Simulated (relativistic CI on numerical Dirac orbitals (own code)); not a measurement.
## Ir3+: 4d photoemission

Computed with this model: Dirac-Coulomb-Breit CI, separate exchange-only KLI orbitals for each configuration, model QED, multiplet model of photoemission in the sudden approximation, unscaled Slater integrals; configurations [Xe] 4f14 5d6 → [Kr] 4d9 4f14 5s2 5p6 5d6; 300 K; Lorentzian 3.5 eV and Gaussian 0.6 eV FWHM. Energies are those of the free ion, without screening or charge transfer. The energies are binding energies and can lie tens of eV above those of solids. S is read from ⟨S²⟩ = S(S + 1).

Computed curve for free ion, scaled to 100 at the maximum (points under 2 are left out and the grid is thinned):

| Energy (eV) | Intensity |
| --- | --- |
| 328.8 | 2.0 |
| 329.6 | 2.3 |
| 330.4 | 2.6 |
| 330.8 | 2.7 |
| 331.6 | 3.1 |
| 332.4 | 3.5 |
| 333.2 | 4.1 |
| 334.0 | 4.8 |
| 334.8 | 5.7 |
| 335.2 | 6.3 |
| 336.0 | 7.7 |
| 336.8 | 9.6 |
| 337.6 | 12.4 |
| 338.4 | 16.6 |
| 338.8 | 19.6 |
| 339.6 | 28.1 |
| 340.4 | 42.3 |
| 341.2 | 64.3 |
| 342.0 | 88.8 |
| 342.4 | 97.0 |
| 343.2 | 97.2 |
| 344.0 | 78.8 |
| 344.8 | 56.7 |
| 345.6 | 40.4 |
| 346.4 | 29.9 |
| 346.8 | 26.3 |
| 347.6 | 21.6 |
| 348.4 | 18.8 |
| 349.2 | 16.0 |
| 350.0 | 13.4 |
| 350.4 | 12.3 |
| 351.2 | 10.7 |
| 352.0 | 9.8 |
| 352.8 | 9.7 |
| 353.6 | 10.2 |
| 354.0 | 10.8 |
| 354.8 | 12.7 |
| 355.6 | 16.1 |
| 356.4 | 22.0 |
| 357.2 | 32.3 |
| 358.0 | 48.6 |
| 358.4 | 58.3 |
| 359.2 | 71.4 |
| 360.0 | 65.1 |
| 360.8 | 48.3 |
| 361.6 | 33.8 |
| 362.0 | 28.3 |
| 362.8 | 20.2 |
| 363.6 | 14.8 |
| 364.4 | 11.1 |
| 365.2 | 8.6 |
| 365.6 | 7.6 |
| 366.4 | 6.0 |
| 367.2 | 4.9 |
| 368.0 | 4.0 |
| 368.8 | 3.4 |
| 369.6 | 2.9 |
| 370.0 | 2.7 |
| 370.8 | 2.4 |
| 371.6 | 2.1 |

The ground state has S = 1.90, and the centroid lies at 349.64 eV.
